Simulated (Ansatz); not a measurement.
C$_{4}$H$_{11}$FInN (SMILES C[CH2][In]([F])[N](C)C), singlet, at a GFN2-xTB geometry (such geometries of metal compounds can be far from the true shape) (all electrons, no relativity), with bond 15-11 at 1.8 times its length; SC-NEVPT2/STO-3G, CASSCF(6,4) (Ansatz, an electronic-structure program).

The Ansatz input:
Ansatz 0.2 input:
```yaml
crystal:
  periodic: [false, false, false]
  atoms:
    - {symbol: In, position_ang: [0.00436971, -0.08737412, -0.20943986]}
    - {symbol: F, position_ang: [-1.38508124, -0.95727839, 0.99020806]}
    - {symbol: C, position_ang: [0.36580389, -1.39664685, -2.09785136]}
    - {symbol: C, position_ang: [-0.12467453, -2.78994879, -1.80584260]}
    - {symbol: H, position_ang: [1.43341747, -1.34503249, -2.29797047]}
    - {symbol: H, position_ang: [-0.19433971, -0.90802412, -2.89216782]}
    - {symbol: H, position_ang: [-1.16551392, -2.77275497, -1.48237900]}
    - {symbol: H, position_ang: [0.46825196, -3.25798645, -1.01997848]}
    - {symbol: H, position_ang: [-0.05738055, -3.41027151, -2.70256534]}
    - {symbol: N, position_ang: [0.65219784, 1.77956311, 0.84642485]}
    - {symbol: C, position_ang: [1.16432622, 1.41858052, 2.14487088]}
    - {symbol: C, position_ang: [-0.47700430, 2.66687825, 0.97915634]}
    - {symbol: H, position_ang: [1.51257412, 2.32331503, 2.65529839]}
    - {symbol: H, position_ang: [0.40954543, 0.93924716, 2.78798912]}
    - {symbol: H, position_ang: [2.68718434, 0.19012106, 1.92056705]}
    - {symbol: H, position_ang: [-1.29178408, 2.24071619, 1.58536293]}
    - {symbol: H, position_ang: [-0.14753954, 3.59179353, 1.46560579]}
    - {symbol: H, position_ang: [-0.86206730, 2.90961174, -0.01574529]}
basis:
  gaussian:
    orbitals: STO-3G
magnetization: {spin_polarized: false}
correlation: {method: sc_nevpt2, electrons: all, active_space: {window: {electrons: 6, orbitals: 4}}}
```

It wrote (shortened):

```
Functional definition: HF
946 factors; integrals over basis functions are off by at most 8.1e-5 eV
mean field evaluation 1: about -163003.3484 eV, gradient 2.9e1 eV
mean field evaluation 2: about -163003.6739 eV, gradient 2.9e1 eV
mean field evaluation 4: about -163008.4006 eV, gradient 2.8e0 eV
mean field evaluation 8: about -163008.4593 eV, gradient 1.2e-1 eV
mean field -163008.45937332 eV, -5990.4503908673 hartree, gradient 2.3e-6 eV, S^2 0.000000; 0 other end points of the search recorded, 0 dependent functions left out; unrestricted orbitals would lower it
reference -163008.45937332 eV, -5990.4503908673 hartree; 50, 50 occupied and 18, 18 virtual orbitals, 946 factors
state -163010.80276055 eV, -5990.5365087597 hartree
state -163010.80276055 eV, -5990.5365087597 hartree; corrected -163018.87221226 eV, -5990.8330556402 hartree
WARN: 1 active orbitals are nearly empty or full. The corrections depend on them more than the energy does, and are more stable in an active space without them
Total energy: -163018.87221226 eV, -5990.8330556402 hartree
```
